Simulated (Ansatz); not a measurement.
System: C₄H₈Cl₂ (charge 0, singlet). 
Structure (B3LYP-D3(BJ)/def2-TZVP (Ansatz, a program for electronic structure) minimum search):
```
C
H 1 1.0876
C 1 1.5149 2 110.81
H 3 1.0888 1 111.02 2 57.06
H 3 1.0908 4 108.48 1 -122.17
H 3 1.0929 4 108.43 5 -117.62
C 1 1.5200 2 110.00 3 -125.55
H 7 1.0937 1 107.81 2 70.81
H 7 1.0944 8 107.23 1 -117.25
C 7 1.5147 8 109.20 9 -116.76
H 10 1.0862 7 111.69 8 -176.56
H 10 1.0865 11 109.66 7 123.67
Cl 10 1.8105 11 106.31 12 114.21
Cl 1 1.8280 2 104.09 7 -117.24
```

Property: vertical ionisation energy (to the doublet state of charge +1; each state is the SCF solution reached for its spin), in eV. Valence correlation only, unless marked. Open shells are spin-unrestricted. No spin-orbit coupling. No relativistic terms. CBS(X,Y): correlation extrapolated as X^-3; Hartree-Fock from the larger set. [CCSD(T)-MP2]/basis is that difference in the basis named.

| level | program | vertical ionisation energy (eV) |
|---|---|---|
| HF/aug-cc-pV(Q+d)Z | Ansatz | 9.91 |
| r2SCAN/def2-TZVPD | Ansatz | 9.97 |
| B3LYP/def2-TZVPD | Ansatz | 10.24 |
| CAM-B3LYP/def2-TZVPD | Ansatz | 10.68 |
| wB97M-V/def2-TZVPD | Ansatz | 10.80 |
| wB97X-V/def2-TZVPD | Ansatz | 10.88 |
| B2PLYP/def2-TZVPD | Ansatz | 10.59 |
| MP2/aug-cc-pV(D+d)Z | Ansatz | 11.07 |
| RI-MP2/aug-cc-pV(Q+d)Z | Ansatz | 11.27 |
| SCS-MP2/aug-cc-pV(D+d)Z | Ansatz | 11.00 |
| CCSD/aug-cc-pV(D+d)Z | Ansatz | 10.83 |
| CCSD(T)/aug-cc-pV(D+d)Z | Ansatz | 10.84 |
| CCSD(T)/aug-cc-pV(T+d)Z | Ansatz | 10.96 |
| RI-MP2/CBS(aug-cc-pV(T+d)Z,aug-cc-pV(Q+d)Z)+[CCSD(T)-MP2]/aug-cc-pV(D+d)Z | Ansatz | 11.09 |
| RI-MP2/CBS(aug-cc-pV(T+d)Z,aug-cc-pV(Q+d)Z)+[CCSD(T)-MP2]/aug-cc-pV(T+d)Z | Ansatz | 11.10 |
